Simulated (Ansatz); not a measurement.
```yaml
crystal:
  periodic: [false, false, false]
  atoms:
    - {symbol: O, position_ang: [-1.111451, 0.487860, -0.941504]}
    - {symbol: C, position_ang: [-0.139082, 0.592748, 0.130281]}
    - {symbol: Zn, position_ang: [1.115931, -0.950795, 0.222545]}
    - {symbol: H, position_ang: [-1.690906, -0.199508, -0.719832]}
    - {symbol: H, position_ang: [-0.597594, 0.756696, 1.083077]}
    - {symbol: H, position_ang: [0.483865, 1.379786, -0.109928]}
    - {symbol: H, position_ang: [2.002837, -2.255459, 0.136300]}
basis:
  gaussian: {orbitals: LANL2DZ, nuclear_model: gaussian}
magnetization: {spin_polarized: true, initial_magnetization: 0}
hamiltonian: {xc: {name: B3LYP}}
accuracy: high
scf: {lower_state_search: full}
output: {forces: true}
```

```sh
$ ansatz run in.yaml --threads 2 --pin off --events-out ev --progress --plain --max-ram 4352MiB
```

Output, abridged:

```
Error: <dir> can't be read: No such file or directory (os error 2)
```
